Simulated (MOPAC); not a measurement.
Input for MOPAC: PM7 on CH4GeO (SMILES [CH3][Ge][OH]), a point of a torsion scan.

```
PM7 1SCF PRECISE CHARGE=0 THREADS=1
CH4GeO

C     -0.87844782 1    -0.04909001 1     0.01990823 1
Ge     0.48862906 1     1.44813461 1    -0.17597655 1
O      1.87651007 1     0.35979201 1     0.11838594 1
H     -0.54015674 1    -0.94359260 1    -0.49926970 1
H     -1.86008501 1     0.22737250 1    -0.36537102 1
H     -0.99541955 1    -0.30552279 1     1.07303890 1
H      2.77134814 1     0.69168166 1     0.11298028 1
```

Output:

```
*******************************************************************************
 **                                                                           **
 **                              MOPAC v23.2.5                                **
 **                                                                           **
 *******************************************************************************
 ** MOPAC's Digital Object Identifier: https://doi.org/10.5281/zenodo.6511958 **
 **                                                                           **
 ** Please cite the open-source release paper for use of this MOPAC version:  **
 ** J. E. Moussa and J. J. P. Stewart (2026)                                  **
 ** MOPAC: An open-source semiempirical molecular orbital program             **
 ** J. Open Source Softw., 11(119), 8025, https://doi.org/10.21105/joss.08025 **
 *******************************************************************************

                              PM7 CALCULATION RESULTS

 *******************************************************************************
 *  PM7        - The PM7 Hamiltonian to be used
 *
 *
 *
 *                 CHARGE ON SYSTEM = 0
 *
 *
 *
 *  PRECISE    - TIGHTER CRITERIA TO BE USED
 *  1SCF       - DO 1 SCF AND THEN STOP
 *  THREADS=1  - MULTI-THREADING NOT USED
 *  T=         - A TIME OF 172800.0 SECONDS REQUESTED
 *  DUMP=N     - RESTART FILE WRITTEN EVERY 7200.0 SECONDS REQUESTED
 *******************************************************************************
PM7 1SCF PRECISE CHARGE=0 THREADS=1
 CH4GeO

   ATOM   CHEMICAL          X               Y               Z
  NUMBER   SYMBOL      (ANGSTROMS)     (ANGSTROMS)     (ANGSTROMS)

     1       C         -0.87844782  *  -0.04909001  *   0.01990823  *
     2      Ge          0.48862906  *   1.44813461  *  -0.17597655  *
     3       O          1.87651007  *   0.35979201  *   0.11838594  *
     4       H         -0.54015674  *  -0.94359260  *  -0.49926970  *
     5       H         -1.86008501  *   0.22737250  *  -0.36537102  *
     6       H         -0.99541955  *  -0.30552279  *   1.07303890  *
     7       H          2.77134814  *   0.69168166  *   0.11298028  *



          CARTESIAN COORDINATES

    NO.       ATOM           X           Y           Z

     1         C         -0.8784     -0.0491      0.0199
     2        Ge          0.4886      1.4481     -0.1760
     3         O          1.8765      0.3598      0.1184
     4         H         -0.5402     -0.9436     -0.4993
     5         H         -1.8601      0.2274     -0.3654
     6         H         -0.9954     -0.3055      1.0730
     7         H          2.7713      0.6917      0.1130

 General Reference for PM7:
 "Optimization of Parameters for Semiempirical Methods VI: More Modifications to the
 NDDO Approximations and Re-optimization of Parameters", J. J. P. Stewart, J. Mol. Mod., 1:32, 19 (2013)
 https://link.springer.com/article/10.1007/s00894-012-1667-x

           Empirical Formula: C H4 O Ge  =     7 atoms



      MOLECULAR POINT GROUP   :   C1


      RHF CALCULATION, NO. OF DOUBLY OCCUPIED LEVELS = 9


 -------------------------------------------------------------------------------
 PM7 1SCF PRECISE CHARGE=0 THREADS=1
 CH4GeO



     1SCF WAS SPECIFIED, SO BFGS WAS NOT USED
     SCF FIELD WAS ACHIEVED


                              PM7 CALCULATION
                                                       MOPAC v23.2.5 Linux




          FINAL HEAT OF FORMATION =        -31.71516 KCAL/MOL =    -132.69622 KJ/MOL


          COSMO AREA              =        104.60 SQUARE ANGSTROMS
          COSMO VOLUME            =         92.36 CUBIC ANGSTROMS

          IONIZATION POTENTIAL    =          8.309073 EV
          HOMO LUMO ENERGIES (EV) =         -8.309 -0.870
          NO. OF FILLED LEVELS    =          9
          MOLECULAR WEIGHT        =        104.6320         POINT GROUP:  C1

          MOLECULAR DIMENSIONS (Angstroms)

            Atom       Atom       Distance
            H     7    H     5     4.67916
           Ge     2    H     4     2.28530
           Ge     2    H     6     1.54085


          SCF CALCULATIONS        =          1





   ATOM   CHEMICAL          X               Y               Z
  NUMBER   SYMBOL      (ANGSTROMS)     (ANGSTROMS)     (ANGSTROMS)

     1       C         -0.87844782  *  -0.04909001  *   0.01990823  *
     2      Ge          0.48862906  *   1.44813461  *  -0.17597655  *
     3       O          1.87651007  *   0.35979201  *   0.11838594  *
     4       H         -0.54015674  *  -0.94359260  *  -0.49926970  *
     5       H         -1.86008501  *   0.22737250  *  -0.36537102  *
     6       H         -0.99541955  *  -0.30552279  *   1.07303890  *
     7       H          2.77134814  *   0.69168166  *   0.11298028  *

                             CARTESIAN COORDINATES

   1    C       -0.878447820    -0.049090010     0.019908230
   2   Ge        0.488629060     1.448134610    -0.175976550
   3    O        1.876510070     0.359792010     0.118385940
   4    H       -0.540156740    -0.943592600    -0.499269700
   5    H       -1.860085010     0.227372500    -0.365371020
   6    H       -0.995419550    -0.305522790     1.073038900
   7    H        2.771348140     0.691681660     0.112980280


           Empirical Formula: C H4 O Ge  =     7 atoms



      MOLECULAR POINT GROUP   :   C1


                  EIGENVALUES
 -26.52017 -23.39435 -17.38568 -14.53622 -13.13351 -12.99178 -11.22731 -11.01969
  -8.30907  -0.87005   0.86289   1.71631   6.37948   6.51272   6.77930   7.80488


              NET ATOMIC CHARGES AND DIPOLE CONTRIBUTIONS

  ATOM NO.   TYPE          CHARGE      No. of ELECS.   s-Pop       p-Pop
    1          C          -0.644241        4.6442     1.06173     3.58251
    2         Ge           0.663231        3.3368     1.82048     1.51629
    3          O          -0.820465        6.8205     1.75411     5.06635
    4          H           0.163086        0.8369     0.83691
    5          H           0.139726        0.8603     0.86027
    6          H           0.154446        0.8456     0.84555
    7          H           0.344218        0.6558     0.65578
 DIPOLE           X         Y         Z       TOTAL
 POINT-CHG.    -0.948     3.678    -0.742     3.870
 HYBRID         0.130    -1.765     0.362     1.806
 SUM           -0.818     1.913    -0.380     2.115


          ATOMIC ORBITAL ELECTRON POPULATIONS

     Atom    s        px        py        pz
    1  C   1.06173   1.18149   1.22461   1.17640
    2 Ge   1.82048   0.50889   0.81469   0.19271
    3  O   1.75411   1.40331   1.80767   1.85537
    4  H   0.83691
    5  H   0.86027
    6  H   0.84555
    7  H   0.65578

 **********************
 *                    *
 * JOB ENDED NORMALLY *
 *                    *
 **********************




 == MOPAC DONE ==
```

The run finished.

Cost: around 0.020 core-seconds (rough).
